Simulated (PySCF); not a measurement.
F2Sn, singlet, at a GFN2-xTB geometry (such geometries of metal compounds can be far from the true shape) (core potentials on Sn), with bond 2-1 at 2.0 times its length; TPSS/def2-SV(P) (PySCF).

Here is a job for PySCF.
```python
from pyscf import gto, scf, dft

mol = gto.Mole()
mol.atom = '''
    Sn    0.01449829   -0.00777246    0.34340333
    F     1.46686127    2.89177694   -2.25284425
    F    -0.82122585   -1.39882190   -0.95307583
'''
mol.basis = 'def2-sv(p)'
mol.ecp = {'Sn': 'def2-sv(p)'}
mol.verbose = 4
mol.build()

mf = dft.RKS(mol)
mf.xc = 'tpss'
mf.init_guess = '1e'
mf = mf.newton()
mf.kernel()
```

Predict the main parts of the log of this PySCF run.


```
PySCF version 2.14.0

[INPUT] verbose = 4
[INPUT] num. atoms = 3
[INPUT] num. electrons = 40
[INPUT] charge = 0
[INPUT] spin (= nelec alpha-beta = 2S) = 0
[INPUT] symmetry False subgroup None
[INPUT] Mole.unit = angstrom
[INPUT] Symbol           X                Y                Z      unit          X                Y                Z       unit  Magmom
[INPUT]  1 Sn     0.014498290000  -0.007772460000   0.343403330000 AA    0.027397797375  -0.014687820714   0.648938243964 Bohr   0.0
[INPUT]  2 F      1.466861270000   2.891776940000  -2.252844250000 AA    2.771966063032   5.464666429933  -4.257258633801 Bohr   0.0
[INPUT]  3 F     -0.821225850000  -1.398821900000  -0.953075830000 AA   -1.551891942913  -2.643390288044  -1.801052294643 Bohr   0.0

nuclear repulsion = 84.1821596474757
number of shells = 22
number of NR pGTOs = 109
number of NR cGTOs = 54
basis = def2-sv(p)
ecp = {'Sn': 'def2-sv(p)'}

******** <class 'pyscf.soscf.newton_ah.SecondOrderRKS'> ********
method = SecondOrderRKS
initial guess = 1e
damping factor = 0
level_shift factor = 0
DIIS = <class 'pyscf.scf.diis.CDIIS'>
diis_start_cycle = 1
diis_space = 8
diis_damp = 0
SCF conv_tol = 1e-09
SCF conv_tol_grad = None
SCF max_cycles = 50
direct_scf = True
direct_scf_tol = 1e-13
XC library pyscf.dft.libxc version 7.1.2
    S. Lehtola, C. Steigemann, M. J. T. Oliveira, and M. A. L. Marques,  SoftwareX 7, 1–5 (2018)
XC functionals = tpss
    J. Tao, J. P. Perdew, V. N. Staroverov, and G. E. Scuseria,  Phys. Rev. Lett. 91, 146401 (2003)
    J. P. Perdew, J. Tao, V. N. Staroverov, and G. E. Scuseria,  J. Chem. Phys. 120, 6898 (2004)
    J. Tao, J. P. Perdew, V. N. Staroverov, and G. E. Scuseria,  Phys. Rev. Lett. 91, 146401 (2003)
    J. P. Perdew, J. Tao, V. N. Staroverov, and G. E. Scuseria,  J. Chem. Phys. 120, 6898 (2004)
radial grids:
    Treutler-Ahlrichs [JCP 102, 346 (1995); DOI:10.1063/1.469408] (M4) radial grids

becke partition: Becke, JCP 88, 2547 (1988); DOI:10.1063/1.454033
pruning grids: <function nwchem_prune>
grids dens level: 3
symmetrized grids: False
atomic radii adjust function: <function treutler_atomic_radii_adjust>
small_rho_cutoff = 0
******** <class 'pyscf.dft.rks.RKS'> Newton solver flags ********
SCF tol = 1e-09
conv_tol_grad = None
max. SCF cycles = 50
direct_scf = True
direct_scf_tol = 1e-13
max_cycle_inner = 12
max_stepsize = 0.05
ah_start_tol = 1e+09
ah_level_shift = 0
ah_conv_tol = 1e-12
ah_lindep = 1e-14
ah_start_cycle = 1
ah_max_cycle = 40
ah_grad_trust_region = 2.5
kf_interval = 4
kf_trust_region = 5
canonicalization = True
Set conv_tol_grad to 3.16228e-05
Initial guess from hcore.

WARN: HOMO -13.2648300100046 == LUMO -13.264171220188

tot grids = 50488
  HOMO = 0.732879225150372  LUMO = 0.737287074539181  gap/eV = 0.11994
Initial guess E= -324.653042105076  |g|= 11.273
macro= 0  E= -340.935447791023  delta_E= -16.2824  |g|= 13.9403  3 KF 15 JK
macro= 1  E= -376.938136284526  delta_E= -36.0027  |g|= 14.0802  3 KF 15 JK
macro= 2  E= -387.696038444563  delta_E= -10.7579  |g|= 11.0456  2 KF 14 JK
macro= 3  E= -402.036946673125  delta_E= -14.3409  |g|= 7.11493  3 KF 15 JK
macro= 4  E= -409.903778177768  delta_E= -7.86683  |g|= 3.2759  3 KF 15 JK
macro= 5  E= -413.307148871641  delta_E= -3.40337  |g|= 1.12352  3 KF 15 JK
macro= 6  E= -413.589786002138  delta_E= -0.282637  |g|= 0.818538  2 KF 7 JK
macro= 7  E= -413.648761655812  delta_E= -0.0589757  |g|= 0.0642999  3 KF 11 JK
macro= 8  E= -413.650096616075  delta_E= -0.00133496  |g|= 0.0166334  3 KF 18 JK
macro= 9  E= -413.65021628173  delta_E= -0.000119666  |g|= 0.00149437  4 KF 21 JK
macro= 10  E= -413.650217228926  delta_E= -9.47196e-07  |g|= 0.000106615  3 KF 33 JK
macro= 11  E= -413.650217229544  delta_E= -6.18172e-10  |g|= 3.84839e-05  1 KF 5 JK
macro= 12  E= -413.650217229543  delta_E= 9.66338e-13  |g|= 7.50824e-06  1 KF 2 JK
Canonicalize SCF orbitals
macro X = 13  E=-413.650217229543  |g|= 7.50824e-06  total 35 KF 200 JK

WARN: HOMO -0.179563300894403 > LUMO -0.1823844788661486 was found in the canonicalized orbitals.

converged SCF energy = -413.650217229543
```
